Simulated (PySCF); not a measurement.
Ligand exchange on a metal centre used in film growth or etching (Ta F-NH2). All species are isolated molecules in the gas phase. One relaxed conformer stands for each flexible species; it need not be the lowest. In the def2 sets, heavy atoms carry core potentials. All members: neutral, multiplicity 1. Level: B3LYP-D3(BJ)/def2-TZVP // PBE-D3(BJ)/def2-SVP (PySCF), beside PBE-D3(BJ)/def2-TZVP // PBE-D3(BJ)/def2-SVP (PySCF) at the same geometries. B3LYP has the VWN-RPA correlation part, as in Gaussian.  Orbital energies are measured against the vacuum level.

```
species         HOMO, PBE (eV)  HOMO, B3LYP-D3(BJ) (eV)
--------------  --------------  -----------------------
[Ta(F)5]                -10.17                   -11.95
[Ta(F)4(NH2)]            -7.45                 withheld
[Ta(F)3(NH2)2]           -6.92                    -8.13
[Ta(F)2(NH2)3]           -6.00                    -7.20
[Ta(F)(NH2)4]            -5.74                    -6.92
[Ta(NH2)5]               -5.08                    -6.16
```

Problem. Fit y = a + b·x, y being the HOMO at the first level, to the 5 complete rows by least squares, with x = the PBE value in eV. Give a, b and the rms residual, and predict the withheld value.

Solution. Means of the 5 rows: x̄ = -6.782, ȳ = -8.072 eV. Σ(x − x̄)² = 16.092 and Σ(x − x̄)(y − ȳ) = 18.283, so b = 1.136 and a = ȳ − b·x̄ = -0.368 eV. The rms residual is 0.050 eV. At x = -7.45 the line gives -8.83 eV. The run for [Ta(F)4(NH2)] gave -8.74 eV, so the line is off by 0.09 eV, within twice the rms residual.

Codes: PySCF.
